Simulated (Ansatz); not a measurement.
`CNBB(O)S` + `CC#CS` → `BB(O)S` + `CNCC#CS`  (formal exchange of groups at a B–N bond)

Computed with Ansatz on PBE0-D4/def2-TZVP structures; ΔE is electronic, products minus reactants. CBS: MP2 limit from def2 TZ/QZ plus the TZ coupled-cluster correction, frozen cores. DFT in def2-TZVPP. HSE06 is defined as in plane-wave codes. Each species was taken in one conformer, which may not be the lowest.

Task: Is it downhill or uphill in electronic energy at CCSD(T)/CBS, and by how much? (Best estimate.)

Result: Computed: Uphill: ΔE = +234.4 kJ/mol.

Task: What do these levels give: LDA (SPW92), PBE-D4, PBE0-D4, HSE06-D4, CAM-B3LYP-D4, PBE0, RPA@PBE/def2-TZVPP, CCSD/def2-SVP, SCS-MP2/def2-TZVPP, HF/def2-QZVPP, MP2/def2-QZVPP, HF/CBS(def2)? (Estimate.)

Result: The calculation gave: LDA (SPW92) 247.9, PBE-D4 237.7, PBE0-D4 235.3, HSE06-D4 235.4, CAM-B3LYP-D4 236.9, PBE0 235.2, RPA@PBE/def2-TZVPP 228.1, CCSD/def2-SVP 243.9, SCS-MP2/def2-TZVPP 232.3, HF/def2-QZVPP 216.8, MP2/def2-QZVPP 237.4, HF/CBS(def2) 216.7 kJ/mol.

Largest T1 diagnostic among the species: 0.014.

From BLYP to BHLYP (50 % exact exchange), in def2-TZVPP and without D4, ΔE moves by −4.4 kJ/mol. At CCSD(T), def2-SVP lies +11.9 kJ/mol from the extrapolated value and def2-TZVPP −0.4 kJ/mol.
